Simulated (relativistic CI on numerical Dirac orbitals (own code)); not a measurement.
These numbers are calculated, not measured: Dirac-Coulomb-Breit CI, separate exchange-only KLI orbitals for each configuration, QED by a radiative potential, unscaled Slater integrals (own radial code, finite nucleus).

The strongest absorption lines from the ground level of an ion, among the configurations computed and to levels below about 314 eV (vacuum wavelength in nm, gf): 4.7325 (0.028), 4.8100 (0.12), 5.1088 (0.037), 5.1641 (0.041), 5.2701 (0.086), 5.3918 (0.03), 5.4222 (0.43), 5.5398 (0.074).

Which ion is it?
A. Sn28+
B. I31+
C. I33+
D. Ag25+

B. I31+ has 22 electrons and the ground level 3s²3p⁶3d⁴ ³P0; the strongest line goes to 3s²3p⁵3d⁵ ⁵F°1. The pattern of lines fixes the number of electrons, and along that sequence the line energies rise steadily with the charge (about as its square where n changes within one kind of shell, about linearly where n is kept but much faster in heavy ions where fine structure, which grows about as Z⁴, sets the gap, and irregularly where shells cross), which fixes Z. Configurations outside the model, such as inner-shell arrays, can give stronger lines. At this charge energies of transitions that change n are usually good to better than 1 %, and those within a shell (Δn = 0) to a few per cent. Terms inside the open d or f shell come out 10 to 20 % too wide with unscaled integrals.

LS names give the leading component of a level, which can be under half, so a name can repeat, a term be missing and a line seem to break the LS rules.
